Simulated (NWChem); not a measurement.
# C$_{4}$H$_{5}$F; SMILES F[C@H]1C=CC1

```xyz
10

F      0.0393     1.7107     0.2577
C      0.0346     0.5145    -0.4452
C      1.0454    -0.5278    -0.0247
C      0.1030    -1.4416     0.2494
C     -1.0687    -0.5108    -0.0199
H      0.0326     0.7630    -1.5137
H      2.1311    -0.5295    -0.0152
H      0.1416    -2.4917     0.5266
H     -1.7873    -0.8107    -0.7931
H     -1.6129    -0.1799     0.8707
```
Atoms are numbered in this order, from 1.

All runs: NWChem. Pople sets run with spherical d functions. All runs use the structure optimised with B3LYP/6-31G* (spherical d). Level: B3LYP/6-31G* with SMD (1 M gas to 1 M solution), gas-phase geometry.

Task: Estimate the computed values for solvent toluene. Quantities: solvation free energy (kcal/mol); cavity-dispersion-structure term (kcal/mol); dipole in solution (D).

Result: 
```
Quantity                                     Value
-------------------------------------------  -----
solvation free energy (kcal/mol)              -3.8
cavity-dispersion-structure term (kcal/mol)   -2.0
dipole in solution (D)                        2.01
```
